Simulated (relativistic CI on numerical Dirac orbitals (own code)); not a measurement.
Au78+: sensitivity of the levels to the model

Base calculation: Dirac-Coulomb-Breit CI, KLI orbitals optimised for each configuration, model QED (radiative potential, 1s self-energy scaled to tabulated hydrogen-like ionisation energies).

Configurations in the expansion: 1s, 2s, 2p, 3s, 3p, 3d, 4s, 4p, 4d, 4f, 5s, 5p, 5d, 5f, 5g, 6s, 6p, 6d. Levels of other configurations are missing.

Variants: (1) QED terms removed; (2) non-relativistic limit. Shifts of the energy above 1s 2S_1/2, in eV, for the lowest level and the first level of each name with at least 55 % of one term (blank where a level changes its place among those of its configuration and J or its character, or is not in the variant):

| Level | Base | Δ(1) | Δ(2) |
| --- | --- | --- | --- |
| 1s 2S_1/2 | 0.0 | 0.0 | 0.0 |
| 2p 2P°_1/2 | 69334.4 | +151.8 | -5657.0 |
| 2s 2S_1/2 | 69366.7 | +127.1 | -5688.4 |
| 2p 2P°_3/2 | 71571.8 | +150.2 | -7894.5 |
| 3p 2P°_1/2 | 82881.2 | +154.6 | -7410.4 |
| 3s 2S_1/2 | 82890.8 | +147.3 | -7419.7 |
| 3d 2D_3/2 | 83546.4 | +155.7 | -8075.6 |
| 3p 2P°_3/2 | 83548.0 | +154.1 | -8077.2 |
| 3d 2D_5/2 | 83731.7 | +155.3 | -8260.9 |
| 4p 2P°_1/2 | 87525.4 | +155.2 | -7926.9 |
| 4s 2S_1/2 | 87529.3 | +152.2 | -7930.7 |
| 4d 2D_3/2 | 87803.6 | +155.6 | -8205.1 |
| 4p 2P°_3/2 | 87804.3 | +155.0 | -8205.8 |
| 4f 2F°_5/2 | 87882.1 | +155.7 | -8283.6 |
